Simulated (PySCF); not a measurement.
Z-matrix (Å, degrees):
```
C
N 1 1.2495
H 2 1.0163 1 109.97
O 1 1.3725 2 117.50 3 179.95
C 4 1.3520 1 118.03 2 179.58
O 5 1.1909 4 126.26 1 -0.19
H 1 1.0893 2 129.07 3 -0.02
H 5 1.0978 6 125.41 4 179.98
```
Charge 0, spin multiplicity 1.

Q: Give the HOMO, dipole moment and total energy at the level PySCF with PBE0-D4/def2-TZVP.

A: 
```
Quantity             Result
-------------  ------------
HOMO               -8.38 eV
dipole moment     0.127 e·Å
total energy   -283.0054 Ha
```
